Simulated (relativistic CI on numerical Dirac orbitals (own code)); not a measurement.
Radial parameters of Ga¹⁴⁺

Calculated at this level of theory: Dirac-Coulomb-Breit CI, separate exchange-only KLI orbitals for each configuration, QED by a radiative potential, unscaled Slater integrals (own radial code, finite nucleus).

Slater integrals F^k, G^k are unscaled and averaged over j, outside the closed core [Ne]; ζ comes from projecting the Hamiltonian with its Breit term on Σ l·s of the shell.

- 3s2 3p5: ζ(3p) = 27342 cm⁻¹; <r>(3p) = 0.5685, <r^2>(3p) = 0.3726 (bohr units).
- 3s2 3p4 3d: F^2(3p,3p) = 175770, ζ(3p) = 27309, F^2(3p,3d) = 174730, G^1(3p,3d) = 197880, G^3(3p,3d) = 128820, ζ(3d) = 2664.5 cm⁻¹; <r>(3p) = 0.5693, <r^2>(3p) = 0.3736, <r>(3d) = 0.5291, <r^2>(3d) = 0.3271 (bohr units).
- 3s 3p5 3d: G^1(3s,3p) = 227070, ζ(3p) = 27278, G^2(3s,3d) = 151290, F^2(3p,3d) = 174520, G^1(3p,3d) = 197740, G^3(3p,3d) = 128690, ζ(3d) = 2716.8 cm⁻¹; <r>(3s) = 0.5742, <r^2>(3s) = 0.3751, <r>(3p) = 0.5699, <r^2>(3p) = 0.3744, <r>(3d) = 0.5299, <r^2>(3d) = 0.3282 (bohr units).

Averages of the first 10 configurations, taken without configuration mixing, which lowers the lowest level and can move excited configurations by several eV; other configurations of the list can lie among them:

```json
{"Configuration": "3s2 3p5", "Parity": "odd", "States": "6", "Average energy above the lowest level (eV)": "3.1"}
{"Configuration": "3s 3p6", "Parity": "even", "States": "2", "Average energy above the lowest level (eV)": "64.7"}
{"Configuration": "3s2 3p4 3d", "Parity": "even", "States": "150", "Average energy above the lowest level (eV)": "80.1"}
{"Configuration": "3s 3p5 3d", "Parity": "odd", "States": "120", "Average energy above the lowest level (eV)": "138.3"}
{"Configuration": "3p6 3d", "Parity": "even", "States": "10", "Average energy above the lowest level (eV)": "204.2"}
{"Configuration": "3s 3p4 3d2", "Parity": "even", "States": "1350", "Average energy above the lowest level (eV)": "214.5"}
{"Configuration": "3s2 3p4 4s", "Parity": "even", "States": "30", "Average energy above the lowest level (eV)": "245.6"}
{"Configuration": "3s2 3p3 3d 4p", "Parity": "even", "States": "1200", "Average energy above the lowest level (eV)": "342.4"}
{"Configuration": "3p6 4s", "Parity": "even", "States": "2", "Average energy above the lowest level (eV)": "371.6"}
{"Configuration": "3s2 3p4 4p", "Parity": "odd", "States": "90", "Average energy above the lowest level (eV)": "265.5"}
```
